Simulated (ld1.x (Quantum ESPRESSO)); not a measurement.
**terbium (Tb): excitation energies, all-electron against TM**

```json
{
  "Element": "Tb (Z = 65)",
  "Generator": "ld1.x (Quantum ESPRESSO) 7.5",
  "Type": "norm-conserving Troullier–Martins (Kleinman–Bylander form)",
  "Functional": "PBE",
  "Relativity": "scalar-relativistic",
  "Frozen core": "[Xe]",
  "Valence charge": "11",
  "Reference configuration": "4f9 5d0 6s1.75 6p0 (charge +0.25)",
  "Partial waves": "6s (bound): rc 3.35 bohr; 5d (bound, empty): rc 2.80 bohr; 4f (bound): rc 1.20 bohr; 6p (bound, empty): rc 4.20 bohr",
  "Local potential": "the p channel",
  "Core correction": "none"
}
```

Energies are relative to the spin-unpolarised reference configuration 4f9 5d0 6s1.75 6p0; without spin polarisation the order of configurations can differ from experiment.

```json
{"valence configuration": "4f9 5d0 6s2 6p0", "charge": "0", "ΔE all-electron (eV)": "-1.074", "error AE − PS (meV)": "+0.9"}
{"valence configuration": "4f9 5d0 6s1 6p0", "charge": "+1", "ΔE all-electron (eV)": "5.089", "error AE − PS (meV)": "+13"}
{"valence configuration": "4f9 5d0 6s0 6p0", "charge": "+2", "ΔE all-electron (eV)": "16.613", "error AE − PS (meV)": "+276"}
{"valence configuration": "4f7 5d0 6s0 6p0", "charge": "+4", "ΔE all-electron (eV)": "86.039", "error AE − PS (meV)": "-8865"}
{"valence configuration": "4f9 5d1 6s1 6p0", "charge": "0", "ΔE all-electron (eV)": "1.400", "error AE − PS (meV)": "+6.8"}
{"valence configuration": "4f8 5d1 6s1 6p0", "charge": "+1", "ΔE all-electron (eV)": "9.770", "error AE − PS (meV)": "-1422"}
```

(1) What are ΔE and the potential's error for 4f8 5d1 6s2 6p0?

Levels in the configuration 4f8 5d1 6s1 6p0:

```
level  all-electron (eV)  pseudo (eV)
   4f            -15.364      -18.852
   5d             -8.340       -8.862
   6s             -9.405       -9.422
```

Answers

(1) ΔE = 3.028 eV all-electron; the error (AE − PS) is -1433 meV.

These tests converged, but a pseudo level misses the all-electron one widely, so the file describes the atom poorly there or has found another state: 4f7 5d0 6s0 6p0: 4f by 9.4 eV (a node warning on the way); 4f8 5d1 6s2 6p0: 4f by 3.4 eV; 4f8 5d1 6s1 6p0: 4f by 3.5 eV.
